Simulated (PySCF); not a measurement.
Species: PhSCF3, C7H5F3S.
SMILES with atom numbers: `[F:1][C:2]([F:3])([F:4])[S:5][c:6]1[cH:7][cH:8][cH:9][cH:10][cH:11]1` (hydrogens: H12 on C7; H13 on C8; H14 on C9; H15 on C10; H16 on C11)

Structure used (PBE0-D3(BJ)/def2-SVP), in Å, numbered top down from 1:
```xyz
16
C7H5F3S angstrom
F      2.4766    1.4600    0.4176
C      2.7989    0.2505   -0.0324
F      2.5937    0.2556   -1.3464
F      4.0931    0.0515    0.1884
S      1.8838   -1.0715    0.8103
C      0.2372   -0.5494    0.3811
C     -0.4397    0.3578    1.2011
C     -1.7299    0.7592    0.8632
C     -2.3435    0.2513   -0.2817
C     -1.6683   -0.6599   -1.0934
C     -0.3765   -1.0642   -0.7640
H      0.0527    0.7462    2.0947
H     -2.2598    1.4718    1.4994
H     -3.3559    0.5679   -0.5433
H     -2.1485   -1.0573   -1.9905
H      0.1677   -1.7715   -1.3928
```

Computed, not measured: TDDFT wB97X-D/def2-SVPD, vertical, gas phase, core orbitals frozen in the response in PySCF 2.14.0, density-fitted response routines.

Frontier orbitals with the atoms that hold most of them (Löwdin shares over 4%, at most four atoms; ? is withheld):

```
orbital  ε (eV)                             atoms
 LUMO+2    1.81      S5 46%, C6 7%, C2 6%, C10 4%
 LUMO+1    0.96  C8 19%, C10 18%, C11 18%, C7 18%
   LUMO    0.50                                 ?
   HOMO   -9.56                                 ?
 HOMO-1   -9.63   C8 24%, C11 23%, C6 11%, C7 10%
 HOMO-2   -9.65   S5 26%, C10 15%, C7 15%, C6 14%
 HOMO-3  -11.86     S5 36%, C6 12%, C8 8%, C10 8%
```

(1) Which atoms hold the LUMO, and with what shares?

(2) Give the leading atoms of the HOMO.

(3) The HOMO–LUMO gap is 10.06 eV. Where does the response calculation put the lowest singlet, and from which orbitals?

Results:

(1) C6 (bonded to 2 C and S) 19%; C9 (bonded to 2 C and H) 19%; C7 (bonded to 2 C and H) 11%; C11 (bonded to 2 C and H) 11%.

(2) S5 (bonded to 2 C) 47%; C6 (bonded to 2 C and S) 13%; C9 (bonded to 2 C and H) 8%; C7 (bonded to 2 C and H) 6%. By element: sulfur 47%, carbon 28% or more.

(3) S1 is at 5.38 eV (f = 0.0059), 4.68 eV below the gap, made of HOMO-1→LUMO (44%), HOMO→LUMO+1 (14%), HOMO-2→LUMO+1 (13%). Its leading pair isn't HOMO and LUMO; the energies of that pair differ by 10.14 eV. Without the coupling terms of the response equations the lowest excitation would equal the gap.

Next come S2 at 5.45 eV (f 0.0017), HOMO→LUMO (49%), HOMO-2→LUMO (31%); S3 at 6.03 eV (f 0.086), HOMO-2→LUMO (31%), HOMO→LUMO (23%), HOMO-1→LUMO+1 (19%); S4 at 6.46 eV (f 0.0003), HOMO→LUMO+2 (41%), HOMO-2→LUMO+2 (17%), HOMO→LUMO (9%); S5 at 6.56 eV (f 0.0064), HOMO→LUMO+1 (64%), HOMO-2→LUMO+1 (30%).

Löwdin shares depend on the basis, the more so with diffuse functions.

One conformer stands for the species.
